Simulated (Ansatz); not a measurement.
`C[CH2][Al]([OH])[OH]`, charge 0, multiplicity 1.

Problem. Give a relaxed structure at PBE0-D4/def2-TZVP (Ansatz). (Best estimate.)

Solution. Computed: 
```xyz
12

C    -1.025    1.017    1.060
C     0.255    0.863    0.238
Al    0.472   -0.853   -0.661
O     1.808   -1.266   -1.628
O    -0.736   -2.029   -0.486
H    -1.089    0.265    1.850
H    -1.086    2.000    1.537
H    -1.917    0.896    0.442
H     0.315    1.652   -0.522
H     1.136    1.026    0.873
H     2.547   -0.685   -1.797
H    -0.679   -2.886   -0.905
```
Point group Cs.
This is one stationary point; other conformers may exist.
